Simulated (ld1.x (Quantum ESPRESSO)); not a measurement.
Configuration tests for caesium (TM)

```
Element                 : caesium (Cs)
Generator               : ld1.x (Quantum ESPRESSO) 7.5
Type                    : norm-conserving Troullier–Martins (Kleinman–Bylander form)
Functional              : PBE
Relativity              : fully relativistic
Frozen core             : [Kr] 4d10
Valence charge          : 9
Reference configuration : 5s2 5p6 5d0 6s1 6p0
Partial waves           : 5s (bound): rc 3.00 bohr; 5p (bound): rc 3.15 bohr; 5d (bound, empty): rc 4.20 bohr; 4f channel at 0.2 Ry: rc 3.35 bohr
Local potential         : all-electron potential smoothed inside 2.30 bohr (lloc = -1)
Core correction         : none
```

Open shells are filled in proportion to 2j + 1 (rel_dist='average').

Occupied shells without a wave of their own: 6s. They enter only through the test configuration that unscreens the potential.

Energies are relative to the spin-unpolarised reference configuration 5s2 5p6 5d0 6s1 6p0; without spin polarisation the order of configurations can differ from experiment.

Q: Give the all-electron excitation energy and the error of the potential for: 5s2 5p6 5d0 6s0 6p0; 5s2 5p6 5d0 6s0.5 6p0; 5s2 5p6 5d0 6s0 6p1; 5s2 5p6 5d1 6s0 6p0; 5s1 5p6 5d0 6s1 6p0; 5s2 5p6 5d0.5 6s0.5 6p0; 5s2 5p5 5d0 6s1 6p0.

A:

```csv
valence configuration,charge,ΔE all-electron (eV),error AE − PS (meV)
5s2 5p6 5d0 6s0 6p0,+1,3.863,-474
5s2 5p6 5d0 6s0.5 6p0,+0.5,1.470,-178
5s2 5p6 5d0 6s0 6p1,0,1.368,-303
5s2 5p6 5d1 6s0 6p0,0,1.672,-278
5s1 5p6 5d0 6s1 6p0,+1,31.653,+209
5s2 5p6 5d0.5 6s0.5 6p0,0,0.843,-135
5s2 5p5 5d0 6s1 6p0,+1,17.909,+154
```

Levels in the configuration 5s2 5p6 5d0 6s0 6p1:

```
   level  all-electron (eV)  pseudo (eV)
5s j=1/2            -27.953      -28.364
5p j=1/2            -15.873      -16.234
5p j=3/2            -14.233      -14.578
6p j=1/2             -1.345       -1.477
6p j=3/2             -1.272       -1.399
```

The 6s level has no wave, so the channel is fitted at the deeper level alone: the likely source of the large errors.
